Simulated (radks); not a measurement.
Spin polarisation of the 2p4 shell in F+. Start: [He] 2s2 2p(up 2, down 2); electrons of 2p are moved from spin down to spin up, other shells keep equal spins. All-electron calculation, non-relativistic Kohn-Sham, PBE, spin-polarised, spherical densities, point nucleus. Program: a radial shooting solver on a logarithmic mesh with Libxc functionals.

[
 {"moment (Bohr magnetons)": "0", "E - E(0) (eV)": "0.000", "e(2p up) (eV)": "-28.318", "e(2p down) (eV)": "-28.318", "2s down minus up (eV)": "0.000", "1s down minus up (eV)": "0.000"},
 {"moment (Bohr magnetons)": "0.5", "E - E(0) (eV)": "-0.122", "e(2p up) (eV)": "-28.784", "e(2p down) (eV)": "-27.807", "2s down minus up (eV)": "0.974", "1s down minus up (eV)": "0.403"},
 {"moment (Bohr magnetons)": "1", "E - E(0) (eV)": "-0.489", "e(2p up) (eV)": "-29.206", "e(2p down) (eV)": "-27.247", "2s down minus up (eV)": "1.953", "1s down minus up (eV)": "0.807"},
 {"moment (Bohr magnetons)": "1.5", "E - E(0) (eV)": "-1.102", "e(2p up) (eV)": "-29.583", "e(2p down) (eV)": "-26.638", "2s down minus up (eV)": "2.942", "1s down minus up (eV)": "1.210"},
 {"moment (Bohr magnetons)": "2", "E - E(0) (eV)": "-1.963", "e(2p up) (eV)": "-29.916", "e(2p down) (eV)": "-25.975", "2s down minus up (eV)": "3.945", "1s down minus up (eV)": "1.613"}
]

At moment 2 the spin-polarisation energy is -1.963 eV and the 2p exchange splitting 3.942 eV, that is 1.971 eV per Bohr magneton; E = -I m^2/4 would give I = 1.963 eV.
